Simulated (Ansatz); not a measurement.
Reaction (formal exchange of groups at a Ga–F bond): `[F][GaH][ZnH]` + `COC` → `CO[CH2][GaH][ZnH]` + H–F

Computed with Ansatz on PBE0-D4/def2-TZVP structures; ΔE is electronic, products minus reactants. CCSD(T)/CBS is the MP2 limit (def2-TZVPP, def2-QZVPP) plus CCSD(T) − MP2 in def2-TZVPP, frozen cores. This one scheme is used for every species. Functionals use def2-TZVPP. For Ga, Zn outer-core shells are correlated without core-valence functions, which leaves a few kJ/mol of doubt a bond. Scalar relativity is left out up to krypton. One conformer a species, not always the lowest.

| species | CAM-B3LYP-D4 energy (Eh) |
| --- | --- |
| `[F][GaH][ZnH]` | -3805.58157 |
| `COC` | -155.01991 |
| `CO[CH2][GaH][ZnH]` | -3860.07940 |
| H–F | -100.46752 |

Task: Work out ΔE.

Result: ΔE = (-3860.07940) + (-100.46752) − (-3805.58157) − (-155.01991) = 0.05456 Eh = +143.2 kJ/mol. CCSD(T)/CBS gives +124.0 kJ/mol.

Largest T1 diagnostic among the species: 0.016.

The D4 term adds −12.9 kJ/mol with B3LYP and −7.2 kJ/mol with PBE0; it sums over pairs of atoms, weighted by their polarisabilities, and B3LYP, whose exchange is more repulsive, gets the larger term. In def2-TZVPP, CCSD(T) changes the Hartree–Fock value by −39.4 kJ/mol (the triples alone add −4.5 kJ/mol) and MP2 by −41.4 kJ/mol.

B3LYP here is the variant with VWN-RPA as its local correlation; programs differ in this.
